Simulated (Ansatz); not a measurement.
Diatomic SiW, multiplicity 7 (an upper state: multiplicity 5 came lower at CCSD(T)/def2-TZVPP on PBE0 minima). No spin–orbit coupling. The T1 diagnostic near the minimum is 0.046, so single-reference values are doubtful.

The constants come from a fifth-degree fit in 1/R (seven points, main isotopes). Runs in def2 and cc sets follow the lowest solution found near the PBE0 minimum.

The values were computed with Ansatz (Gaussian orbitals). Each number belongs to the level named beside it. In def2 rows elements past Kr take small-core potentials, without spin–orbit coupling.

| level | r_e (Å) | ω_e (cm⁻¹) | α_e (cm⁻¹) | ω_e x_e (cm⁻¹) | dipole (D) |
|---|---|---|---|---|---|
| PBE/def2-TZVPP | 2.517 | 316 | 0.00052 | 1.1 | 1.87 |
| PBE0/def2-TZVPP | 2.496 | 326 | 0.00053 | 1.2 | 2.35 |
| wB97X-V/def2-TZVPP | 2.486 | 331 | 0.00055 | 1.4 | 2.70 |

Ansatz is a program for electronic structure.
